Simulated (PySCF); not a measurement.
## Dipole response of Ar⁺ (argon, charge +1)

[Ne] 3s2 3p4 4s1, high-spin 4P determinant (an excited configuration). Calculation: PySCF 2.14, in aug-cc-pVQZ-DK (7s6p4d3f2g, 84 functions); the spin-free X2C one-electron Hamiltonian (Gaussian nucleus). Coupled (time-dependent) response in atomic units; α is the mean over directions.

| method | mean α (bohr³) | α xx, yy, zz | C₆ (like pair) | S(−4) |
| --- | --- | --- | --- | --- |
| UHF | 118.1 | 128.5, 97.32, 128.5 | 990.9 | 14940 |
| PBE | 95.16 | 103.7, 78.16, 103.7 | 737.3 | 9410 |
| PBE0 | 103.4 | 112.1, 85.90, 112.1 | 829.4 | 11110 |
| PBEsol | 95.29 | 102.5, 80.86, 102.5 | 743.9 | 9288 |
| BHandHLYP | 95.11 | 101.1, 83.16, 101.1 | 741.6 | 9228 |

S(−4) is the Cauchy moment in α(ω) = α(0) + S(−4) ω² + …

α(iu) at BHandHLYP:

| u (hartree) | α(iu) (bohr³) |
| --- | --- |
| 0 | 95.11 |
| 0.0500 | 76.76 |
| 0.100 | 49.55 |
| 0.200 | 22.51 |
| 0.300 | 13.35 |
| 0.500 | 7.245 |
| 0.750 | 4.584 |
| 1.00 | 3.247 |
| 1.50 | 1.871 |
| 2.00 | 1.206 |
| 3.00 | 0.6189 |
| 5.00 | 0.2585 |

A single London oscillator, α(iu) = α/(1 + u²/ω²), gives C₆ = (3/4) ω α². Matching the computed C₆ needs ω = 4 × 741.6 / (3 × 95.11²) = 0.109 hartree.

For an ion, C₆ is the dispersion term alone; charge-induced terms of lower order in 1/R come first.

The components differ because the open shell of this determinant is not spherical; for a pure term their mean is the scalar polarisability.

The outer electron is Rydberg-like, and this basis confines it to a smaller radius and binds it less than a complete one would.
